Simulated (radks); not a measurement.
Values are calculated unless marked as measured or tabulated.
Valence configurations of neutral vanadium (all share [Ar]). Level of theory: scalar-relativistic Kohn-Sham, r2SCAN, spin-unpolarised, spherical densities, finite nucleus; meta-GGA in the generalised Kohn-Sham scheme; Fermi nuclear charge, rms radius 3.6002 fm (a radial shooting solver on a logarithmic mesh with Libxc functionals). Energies are relative to 3d3 4s2; eigenvalues in eV.

valence          E (eV)    e(3d)   e(4p)   e(4s)
3d3 4s2           0.000   -5.048       -  -4.879
3d3.5 4s1.5       0.193   -3.475       -  -4.360
3d4 4s1           0.817   -2.297       -  -3.842
3d3 4s1.5 4p0.5   1.783   -5.741  -1.727  -5.267
3d2.5 4s2 4p0.5   2.345   -7.648  -1.973  -5.826
3d3 4s1 4p1       3.547   -6.397  -2.068  -5.587
3d4 4p1           3.694   -3.539  -1.618       -
3d2 4s2 4p1       5.732  -10.493  -2.580  -6.751
3d3 4p2           7.059   -7.631  -2.608       -
3d1 4s2 4p2      16.153  -16.756  -3.701  -8.537

NIST lists [Ar] 3d3 4s2 as the ground configuration; this level of theory agrees among the configurations tried. The energies are those of spherical spin-averaged densities, not of single terms.
